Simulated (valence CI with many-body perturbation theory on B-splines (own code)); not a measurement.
# In³⁴⁺: E2, M1, M2 decay

Method: configuration interaction combined with many-body perturbation theory (CI+MBPT): five valence electrons over a frozen Dirac-Fock core [Ne], radial functions for each j: 11 s, 11 p, 10 d, 8 f, 5 g, 2 h, with the one-electron correlation potential Σ1 (screened to all orders), the two-electron term Σ2, the three-electron term Σ3, Breit, model QED; selected single and double excitations, second order for the rest, scaled by the run's own slope (own B-spline code, finite nucleus).

The last digits are not significant, and no measured levels were compared; by estimate large intervals hold to a few tenths of a per cent, small ones and those within an open d or f shell to about a per cent. Among the levels kept, up to 4300 cm⁻¹ of a level comes from second order outside the variational space, and about a tenth of that is noise between levels of different J, which matters for small intervals.

Lines 1 to 16 of 16 in falling wavelength, among levels below 434.21 eV, chosen from the decays that carry over 1 % of a level's rate. Wavelengths and rates use the calculated energies. Electric multipoles are in the length gauge, E1 and E2 with the static RPA response of the core. S is in atomic units (e²a₀⁴ for E2 and M2, e²a₀⁶ for E3), for M1 in squared Bohr magnetons. Weak lines are less certain than strong ones. Lines between different terms over intervals too small for the method are left out, as are lines whose strength nearly cancels.

Levels are named by their leading jj configuration (3d3/2^4 stands for four electrons in 3d with j = 3/2), which in mixed levels can hold well under half, so a name can repeat and another be missing. Letters in brackets count levels of one name in rising energy.

```tsv
λ vac (Å)	Upper	Lower	Type	A (s⁻¹)	S (a.u.)
1739	(3s^2 3p1/2 3p3/2 3d5/2) J=9/2	(3s^2 3p1/2 3p3/2 3d5/2) J=7/2 [a]	M1	7.87e+02	1.54e+00
1006	(3s^2 3p1/2 3p3/2 3d5/2) J=9/2	(3s^2 3p1/2 3p3/2 3d3/2) J=7/2	M1	1.32e+04	4.99e+00
361.5	(3s^2 3p3/2^2 3d5/2) J=9/2	(3s^2 3p1/2 3p3/2 3d5/2) J=7/2 [b]	M1	2.06e+05	3.61e+00
301.7	(3s^2 3p1/2 3p3/2 3d5/2) J=9/2	(3s^2 3p1/2^2 3d5/2) J=5/2	E2	4.66e+02	1.04e-02
287.1	(3s^2 3p1/2 3p3/2^2) J=3/2	(3s^2 3p1/2^2 3p3/2) J=3/2	M1	8.94e+05	3.14e+00
282.3	(3s^2 3p3/2^3) J=3/2	(3s^2 3p1/2 3p3/2^2) J=1/2	M1	2.25e+05	7.51e-01
260.7	(3s^2 3p3/2^2 3d5/2) J=9/2	(3s^2 3p1/2 3p3/2 3d5/2) J=9/2	M1	4.64e+05	3.05e+00
246.5	(3s^2 3p1/2 3p3/2^2) J=5/2	(3s^2 3p1/2^2 3p3/2) J=3/2	M1	1.67e+05	5.57e-01
246.5	(3s^2 3p1/2 3p3/2^2) J=5/2	(3s^2 3p1/2^2 3p3/2) J=3/2	E2	2.96e+03	1.44e-02
235.1	(3s^2 3p3/2^3) J=3/2	(3s^2 3p1/2 3p3/2^2) J=5/2	M1	3.59e+05	6.92e-01
226.7	(3s^2 3p3/2^2 3d5/2) J=9/2	(3s^2 3p1/2 3p3/2 3d5/2) J=7/2 [a]	M1	3.90e+05	1.68e+00
209.7	(3s^2 3p1/2 3p3/2^2) J=1/2	(3s^2 3p1/2^2 3p3/2) J=3/2	M1	8.10e+05	5.54e-01
207.1	(3s^2 3p3/2^3) J=3/2	(3s^2 3p1/2 3p3/2^2) J=3/2	M1	1.63e+06	2.14e+00
207.0	(3s^2 3p3/2^2 3d5/2) J=9/2	(3s^2 3p1/2 3p3/2 3d3/2) J=7/2	M1	7.60e+04	2.50e-01
195.0	(3s^2 3p1/2 3p3/2 3d5/2) J=9/2	(3s 3p1/2^2 3p3/2^2) J=5/2	E2	7.17e+02	1.81e-03
85.73	(3s^2 3p1/2 3p3/2 3d5/2) J=9/2	(3s^2 3p1/2 3p3/2^2) J=5/2	M2	1.23e+03	5.09e-05
```
